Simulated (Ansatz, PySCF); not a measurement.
System: C₂H₃N (charge 0, singlet). SMILES: [N+](C)#[C-]
Coordinates optimised at B3LYP-D3(BJ)/def2-TZVP (Ansatz, a quantum-chemistry and plane-wave program):
```
C
H 1 1.0897
H 1 1.0897 2 109.15
H 1 1.0897 2 109.15 3 119.22
N 1 1.4180 2 109.79 3 -120.39
C 5 1.1645 3 150.15 1 180.00
```
Charge 0, spin multiplicity 1.

Wanted: vertical triplet-singlet gap, E(triplet) - E(singlet), in eV. Conventions: each state is the SCF solution reached for its charge and spin; 6-311+G** with 5d; six Cartesian d functions in 6-31G* and its kin unless marked 5d; frozen cores in correlated levels; no spin-orbit coupling; no dispersion term unless named; open shells spin-unrestricted; non-relativistic. First-principles rows: single points at B3LYP-D3(BJ) geometries (Ansatz). A UHF reference is markedly spin-contaminated in at least one set, which strains HF and MP2. Levels can end on unlike triplets.

| level | program | vertical triplet-singlet gap, E(triplet) - E(singlet) (eV) |
|---|---|---|
| HF/6-31G* | Ansatz | 5.28 |
| HF/6-311+G** | Ansatz | 5.25 |
| PBE/6-31G* | Ansatz | 5.95 |
| B3LYP/3-21G | Ansatz | 6.11 |
| B3LYP/6-31G* | Ansatz | 6.08 |
| B3LYP/6-311+G** | Ansatz | 6.01 |
| M06-2X/6-31G* (5d) | PySCF | 6.16 |
| MP2/6-31G* | Ansatz | 6.50 |
| MP2/6-311+G** | Ansatz | 6.45 |
| B3LYP/def2-TZVPD | Ansatz | 6.01 |
| PBE0/def2-TZVPD | Ansatz | 5.83 |
| wB97X-V/def2-TZVPD | Ansatz | 6.21 |

No value to compare with is used here. The 9 habitual levels span 5.25 (HF/6-311+G**) to 6.50 eV (MP2/6-31G*); wB97X-V/def2-TZVPD gives 6.21.

The levels are drawn from those run, B3LYP/6-31G* more often than the rest, none by its result; runs whose electronic state is in doubt are left out.
